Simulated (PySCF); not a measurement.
Ge(Cl)2(Me)(OH) (CH4Cl2GeO), SMILES [CH3][Ge]([OH])([Cl])[Cl].

Coordinates come from a B3LYP-D3(BJ)/def2-SVP optimisation. This is a generated structure with no PubChem entry under its InChIKey; it may be hypothetical. Other conformers were not sampled.

Computed with PySCF with TDA-PBE/def2-SVPD.

Vertical excitations. Isolated molecule, no solvent. State labels are in the subgroup Cs.

| state | symmetry | energy (eV) | λ (nm) | f | main pairs |
|---|---|---|---|---|---|
| S1 | A" | 5.79 | 214 | 0.000 | HOMO→LUMO 99 % |
| S2 | A" | 6.13 | 202 | 0.034 | HOMO−1→LUMO 92 % |
| S3 | A' | 6.19 | 200 | 0.062 | HOMO−2→LUMO 96 % |
| S4 | A' | 6.41 | 193 | 0.035 | HOMO−3→LUMO 94 % |
| S5 | A" | 6.48 | 191 | 0.044 | HOMO−4→LUMO 90 % |
| S6 | A" | 7.07 | 175 | 0.018 | HOMO→LUMO+1 92 % |
| S7 | A" | 7.23 | 172 | 0.003 | HOMO−1→LUMO+1 98 % |
| S8 | A' | 7.28 | 170 | 0.029 | HOMO−2→LUMO+1 87 % |
| S9 | A' | 7.45 | 166 | 0.018 | HOMO−5→LUMO 54 %, HOMO−3→LUMO+1 18 %, HOMO→LUMO+2 13 % |
| S10 | A' | 7.56 | 164 | 0.028 | HOMO−3→LUMO+1 80 % |
| T1 | A" | 5.48 | 226 | 0 | HOMO→LUMO 99 % |
| T2 | A" | 5.66 | 219 | 0 | HOMO−1→LUMO 99 % |
| T3 | A' | 5.70 | 218 | 0 | HOMO−2→LUMO 99 % |
| T4 | A' | 5.96 | 208 | 0 | HOMO−3→LUMO 99 % |
Triplets are in the Tamm–Dancoff approximation.
